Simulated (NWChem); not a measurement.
System: C$_{3}$H$_{5}$FSi; SMILES C#CC[SiH2]F

Here is an NWChem input.

```
start job
memory heap 200 mb stack 900 mb global 1100 mb
geometry units angstroms noautosym nocenter noautoz
  C      0.686141    -2.545244     0.233592
  C     -0.041036    -1.637945    -0.106805
  C     -0.883063    -0.518360    -0.483139
  Si    -0.331167     1.109376     0.288099
  F      1.104191     1.539612    -0.339927
  H      1.327564    -3.355155     0.527334
  H     -1.929001    -0.692687    -0.170388
  H     -0.903179    -0.391167    -1.579972
  H     -1.316086     2.173270    -0.058549
  H     -0.175671     0.970294     1.760434
end
basis spherical
  * library 6-31g*
end
dft
  xc hfexch
  iterations 150
  mulliken
end
task dft energy
esp
  recalculate
  probe 0.07
  range 0.3
  factor 1.0
  spacing 0.02
end
task esp
```

Excerpt of the output:

```
             Northwest Computational Chemistry Package (NWChem) 7.3.0
             --------------------------------------------------------

                             Geometry "geometry" -> ""
                             -------------------------

 Output coordinates in angstroms (scale by  1.889725989 to convert to a.u.)

  No.       Tag          Charge          X              Y              Z
 ---- ---------------- ---------- -------------- -------------- --------------
    1 C                    6.0000     0.68614100    -2.54524400     0.23359200
    2 C                    6.0000    -0.04103600    -1.63794500    -0.10680500
    3 C                    6.0000    -0.88306300    -0.51836000    -0.48313900
    4 Si                  14.0000    -0.33116700     1.10937600     0.28809900
    5 F                    9.0000     1.10419100     1.53961200    -0.33992700
    6 H                    1.0000     1.32756400    -3.35515500     0.52733400
    7 H                    1.0000    -1.92900100    -0.69268700    -0.17038800
    8 H                    1.0000    -0.90317900    -0.39116700    -1.57997200
    9 H                    1.0000    -1.31608600     2.17327000    -0.05854900
   10 H                    1.0000    -0.17567100     0.97029400     1.76043400

 Effective nuclear repulsion energy (a.u.)     201.7367712580

  xc_inp: hfexch multiplicative factor not found.

                                 NWChem DFT Module
                                 -----------------

 Summary of "ao basis" -> "ao basis" (spherical)
 ------------------------------------------------------------------------------
       Tag                 Description            Shells   Functions and Types
 ---------------- ------------------------------  ------  ---------------------
 C                           6-31g*                  6       14   3s2p1d
 Si                          6-31g*                  8       18   4s3p1d
 F                           6-31g*                  6       14   3s2p1d
 H                           6-31g*                  2        2   2s

            General Information
            -------------------
          SCF calculation type: DFT
          Wavefunction type:  closed shell.
          No. of atoms     :    10
          No. of electrons :    46
           Alpha electrons :    23
            Beta electrons :    23
          Charge           :     0
          Spin multiplicity:     1
          Use of symmetry is: off; symmetry adaption is: off
          Maximum number of iterations: 150
          AO basis - number of functions:    84
                     number of shells:    42
          Convergence on energy requested:  1.00D-06
          Convergence on density requested:  1.00D-05
          Convergence on gradient requested:  5.00D-04

              XC Information
              --------------
                     Hartree-Fock (Exact) Exchange  1.000

      Superposition of Atomic Density Guess
      -------------------------------------

 Sum of atomic energies:        -503.66156468

      Non-variational initial energy
      ------------------------------

 Total energy =    -505.782967
 1-e energy   =   -1094.429534
 2-e energy   =     386.909796
 HOMO         =      -0.292466
 LUMO         =       0.061571

     ---------------------------------------------
      Total Density - Mulliken Population Analysis
     ---------------------------------------------

    Atom       Charge   Shell Charges
 -----------   ------   -------------------------------------------------------
    1 C    6     6.57   2.00  0.75  1.96  0.70  1.14  0.03
    2 C    6     5.81   2.00  0.73  1.84  0.49  0.71  0.04
    3 C    6     6.72   2.00  0.70  2.00  0.67  1.32  0.03
    4 Si  14    12.95   2.00  2.00  5.97  0.90  1.34  0.26  0.30  0.17
    5 F    9     9.63   2.00  0.95  3.48  1.00  2.19  0.01
    6 H    1     0.71   0.42  0.29
    7 H    1     0.72   0.44  0.28
    8 H    1     0.73   0.44  0.28
    9 H    1     1.09   0.47  0.61
   10 H    1     1.08   0.47  0.61

[...]

                     NWChem Electrostatic Potential Fit Module
                     -----------------------------------------

 Atom parameters

 Number of atoms is                                   10
 Number of basis functions is                         84

 Grid parameters

 Maximum number of grid points is                  44018
 Number of grid points is                          44017
 Grid range                                     0.300000 nm
 Grid spacing                                   0.020000 nm
 Probe radius                                   0.070000 nm
 Atom radius factor                             1.000000

 Atomic radii

    1    0.100000
    6    0.147000
    9    0.128000
   14    0.187000
 FASTESP  F
  using M.O. file = ./job.movecs

    Atom              Coordinates                           Charge

                                                  ESP

    1 C     0.068614   -0.254524    0.023359   -0.500885
    2 C    -0.004104   -0.163795   -0.010681    0.054457
    3 C    -0.088306   -0.051836   -0.048314   -0.120187
    4 Si   -0.033117    0.110938    0.028810    0.832121
    5 F     0.110419    0.153961   -0.033993   -0.367396
    6 H     0.132756   -0.335516    0.052733    0.321995
    7 H    -0.192900   -0.069269   -0.017039    0.045896
    8 H    -0.090318   -0.039117   -0.157997    0.076252
    9 H    -0.131609    0.217327   -0.005855   -0.179871
   10 H    -0.017567    0.097029    0.176043   -0.162382
                                            ------------
                                               -0.000000

 Dipole moment                                  0.756720

 Quadrupole moment Qxx                          1.574161
                   Qyy                         -1.220510
                   Qzz                         -0.353651

 RMS deviation kJ/mol                           0.053574

 RRMS %                                        25.797074
```

Level: Hartree-Fock/6-31G* (spherical d). Structure relaxed at the PBE0/def2-SVP level.
